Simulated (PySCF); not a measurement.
Cl₄F₂In₂, singlet at its PBE0/def2-SVP optimised geometry (Å):

```
8

In    -0.6676    -0.1658     0.0000
In     1.9925    -0.7293    -1.9663
F      1.4489    -0.1658     0.0000
Cl    -1.4468     2.0106     0.0000
Cl    -1.4489    -2.0106     1.1532
F     -0.1240    -0.7295    -1.9663
Cl     2.7730     1.1159    -3.1195
Cl     2.7731    -2.9051    -1.9668
```

Method: PBE0/def2-TZVP, def2 effective core potentials past Kr (PySCF). The core electrons that the potentials of In replace are not part of the density.

Map of the log10 of the electron density (e/bohr³), floored at −4 on the plane z = 0.6 Å:

```
|00000000000000000000000000000|
|00000000111110000000000000000|
|00000012222221100000000000000|
|00000123344432210000000000000|
|00001234555544320000000000000|
|00012345666654321000000000000|
|00013456788765432000000000000|
|00023467888876432100000000000|
|00023467888876532100000000000|
|00023457788776532221100000000|
|00013456777765543333221000000|
|00012345667666544444432100000|
|00012344566776655566543200000|
|00001234567888766677654210000|
|00001234568999766788764310000|
|00001234568999766788764310000|
|00012345567888766777654210000|
|00012345677777655566543210000|
|00023456777776544444432100000|
|00023467888876543333321000000|
|00123567888876543222111000000|
|00023467888876532110000000000|
|00013456788765432100000000000|
|00012345677665421000000000000|
|00001344555544321000000000000|
|00001223444433210000000000000|
|00000112233221100000000000000|
|00000001111110000000000000000|
|00000000000000000000000000000|
```
Scale: ten equal steps from -4.00 (start of '0') to -0.093 (end of '9'), in the order '0123456789'; x runs from -4.50 to 4.50, y from -4.50 (bottom) to 4.50 (top).
